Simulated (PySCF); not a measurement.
PySCF 2.14 output of an unrestricted PBEsol calculation on a single atom or ion in x2c-TZVPPall with one added diffuse shell each of s, p, d type (7s6p5d1f, 57 functions), with scalar relativity by spin-free X2C-1e:

```
SCF conv_tol = 1e-09
number electrons alpha = 16  beta = 14
    J. P. Perdew, A. Ruzsinszky, G. I. Csonka, O. A. Vydrov, G. E. Scuseria, L. A. Constantin, X. Zhou, and K. Burke.,  Phys. Rev. Lett. 100, 136406 (2008)
    J. P. Perdew, A. Ruzsinszky, G. I. Csonka, O. A. Vydrov, G. E. Scuseria, L. A. Constantin, X. Zhou, and K. Burke.,  Phys. Rev. Lett. 100, 136406 (2008)
cycle= 1 E= -2095.25872245726  delta_E= -0.00661  |g|= 0.231  |ddm|= 0.674
cycle= 2 E= -2095.25612757754  delta_E= 0.00259  |g|= 0.273  |ddm|= 0.276
cycle= 3 E= -2095.26497477441  delta_E= -0.00885  |g|= 0.000404  |ddm|= 0.124
cycle= 4 E= -2095.26497483332  delta_E= -5.89e-08  |g|= 7.98e-05  |ddm|= 0.00329
cycle= 5 E= -2095.26497483455  delta_E= -1.23e-09  |g|= 8.44e-06  |ddm|= 0.000407
cycle= 6 E= -2095.26497483456  delta_E= -1.32e-11  |g|= 1.69e-07  |ddm|= 2.02e-05
converged SCF energy = -2095.26497483456  <S^2> = 2.0005033  2S+1 = 3.0003355
```

The run itself started from symmetry-adapted Hartree-Fock orbitals and held the occupation by maximum overlap, on a logarithmic radial grid, so the iterations belong to that start.

Question: Which element, charge and spin multiplicity is this?

Answer: Ge²⁺ (germanium, charge +2), multiplicity 3; the state was [Ar] 3d10 4s1 5s1, high-spin 3S determinant (an excited configuration).

The outer electron is Rydberg-like, and this basis confines it to a smaller radius and binds it less than a complete one would.
